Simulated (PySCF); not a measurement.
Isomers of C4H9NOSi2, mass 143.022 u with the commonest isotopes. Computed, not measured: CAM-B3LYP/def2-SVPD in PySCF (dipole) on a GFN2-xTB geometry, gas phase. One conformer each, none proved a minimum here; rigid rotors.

Task: Order these by radius of gyration √(Σ m r²/M), smallest first.
A. `[O:1]=[CH:2][C:3]#[C:4][CH2:5][N:6]([SiH3:7])[SiH3:8]` with C4–C5–N6–Si7 -81°
B. `[H]/[N:1]=[CH:2]\[C:3]([CH:4]=[O:5])=[CH:6]/[SiH2:7][SiH3:8]` with N1–C2–C3–C4 1°, C2–C3–C4–O5 -3°, C3–C6–Si7–Si8 63°
C. `[CH3:1][O:2][SiH2:3][C@@H:4]1[SiH2:5][C@H:6]1[C:7]#[N:8]` with C1–O2–Si3–C4 -179°, O2–Si3–C4–Si5 27°

Result: C (2.337 Å), B (2.452 Å), A (2.588 Å).

Task: Order these by dipole moment, smallest first.
A. `[O:1]=[CH:2][C:3]#[C:4][CH2:5][N:6]([SiH3:7])[SiH3:8]` with C4–C5–N6–Si7 -81°
B. `[CH3:1][O:2][SiH2:3][C@@H:4]1[SiH2:5][C@H:6]1[C:7]#[N:8]` with C1–O2–Si3–C4 -179°, O2–Si3–C4–Si5 27°
C. `[CH3:1][O:2][SiH2:3][C@@H:4]1[CH2:5][Si@H:6]1[C:7]#[N:8]` with C1–O2–Si3–C4 -177°, O2–Si3–C4–C5 54°
D. `[H]/[N:1]=[CH:2]\[C:3]([CH:4]=[O:5])=[CH:6]/[SiH2:7][SiH3:8]` with N1–C2–C3–C4 1°, C2–C3–C4–O5 -3°, C3–C6–Si7–Si8 63°

Result: A (3.57 D), D (4.50 D), C (4.71 D), B (5.62 D).

Task: Order these by rotational constant B, smallest first.
A. `[O:1]=[CH:2][C:3]#[C:4][CH2:5][N:6]([SiH3:7])[SiH3:8]` with C4–C5–N6–Si7 -81°
B. `[CH3:1][O:2][SiH2:3][C@@H:4]1[CH2:5][Si@H:6]1[C:7]#[N:8]` with C1–O2–Si3–C4 -177°, O2–Si3–C4–C5 54°
C. `[CH3:1][O:2][SiH2:3][C@@H:4]1[SiH2:5][C@H:6]1[C:7]#[N:8]` with C1–O2–Si3–C4 -179°, O2–Si3–C4–Si5 27°
D. `[H]/[N:1]=[CH:2]\[C:3]([CH:4]=[O:5])=[CH:6]/[SiH2:7][SiH3:8]` with N1–C2–C3–C4 1°, C2–C3–C4–O5 -3°, C3–C6–Si7–Si8 63°

Result: A (634.0 MHz), B (659.6 MHz), D (714.1 MHz), C (779.2 MHz).

```csv
SMILES,point group,Ia (u·Å²),Ib (u·Å²),Ic (u·Å²),κ,μa (D),μb (D),μc (D)
O=CC#CCN([SiH3])[SiH3],near Cs,216.80,797.09,901.64,-0.92,3.55,0.22,0.33
CO[SiH2][C@@H]1[SiH2][C@H]1C#N,C1,197.25,648.61,717.06,-0.92,5.12,2.29,0.36
[H]/N=C\C(C=O)=C/[SiH2][SiH3],C1,207.68,707.69,804.92,-0.90,3.15,3.17,0.52
CO[SiH2][C@@H]1C[Si@H]1C#N,C1,145.06,766.14,810.88,-0.97,4.63,0.40,0.78
```
